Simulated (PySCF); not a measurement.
# Removing an electron from `C=C1C[C@H]1[O][GeH3]`

C4H8GeO.
Geometry (PBE0-D3(BJ)/def2-SVP, Å), atoms numbered from 1 in this order:
```xyz
14
C4H8GeO angstrom
C     -1.4601    1.5847   -0.1074
C     -1.1286    0.3692    0.3000
C     -1.3931   -1.0729    0.2925
C     -0.1753   -0.4999    1.0031
O      1.0809   -0.7720    0.4889
Ge     2.1141    0.5562   -0.1297
H     -2.3492    1.7569   -0.7219
H     -0.8540    2.4568    0.1575
H     -2.2089   -1.4806    0.9004
H     -1.1953   -1.6184   -0.6373
H     -0.2124   -0.5016    2.1031
H      3.5230   -0.0503   -0.1473
H      1.6607    0.9598   -1.5437
H      2.0143    1.7557    0.8338
```

Level: CAM-B3LYP/def2-SVPD (PySCF). Frontier orbitals with their largest atomic shares (Löwdin; up to four atoms above 4 %):

```csv
orbital,ε (eV),main atoms
HOMO−3,-10.74,"Ge6 18 %, C3 17 %, H13 15 %, O5 12 %"
HOMO−2,-9.30,"C2 22 %, O5 21 %, C1 20 %, C3 13 %"
HOMO−1,-9.05,"O5 32 %, C2 20 %, C4 16 %, C3 8 %"
HOMO,-8.86,?
LUMO,0.60,"C1 17 %, C2 16 %, Ge6 15 %, O5 8 %"
LUMO+1,0.98,"Ge6 46 %, H14 10 %, H12 9 %, H13 9 %"
LUMO+2,1.27,"Ge6 33 %, C2 11 %, C1 9 %, H13 8 %"
```

Problem. What vertical ionisation energy does ΔSCF give, and how far is −ε(HOMO) from it?

Solution. ΔSCF: 9.59 eV (925 kJ/mol; threshold wavelength 129 nm); ⟨S²⟩ of the doublet left behind is 0.763, against 0.75 for a pure doublet. −ε(HOMO) is 8.86 eV, 0.73 eV below it. For the exact functional −ε(HOMO) would equal the first vertical ionisation energy; CAM-B3LYP (range-separated hybrid) falls short of its own ΔSCF value by 8 %.

Problem. On which atoms does the HOMO lie?

Solution. C1 (terminal =CH2 carbon) 21 %, O5 (oxygen bonded to C and Ge) 21 %, C2 (fully substituted alkene carbon) 20 %, C3 (allylic carbon) 12 %, so no atom holds as much as 40 %. The HOMO−1 lies 0.19 eV lower.

Problem. What kinetic energy would electrons from this vertical process carry with 118.2 nm light (10.49 eV)?

Solution. 10.49 − 9.59 = 0.90 eV.

Problem. What total energies stand behind the ΔSCF value?

Solution. E(N) = -2308.97331 Eh and E(N − 1) = -2308.62098 Eh at the same geometry, 0.35233 Eh apart.

Isolated species at its PBE0-D3(BJ)/def2-SVP geometry (one conformer only). The calculation is non-relativistic, for germanium too.

The run behind these numbers computed excited states and ΔSCF ions as well. Hardware: one thread of an Arm Neoverse V2, no GPU (shared host). Cost: 3.4 min, 1.1 GiB resident at most.
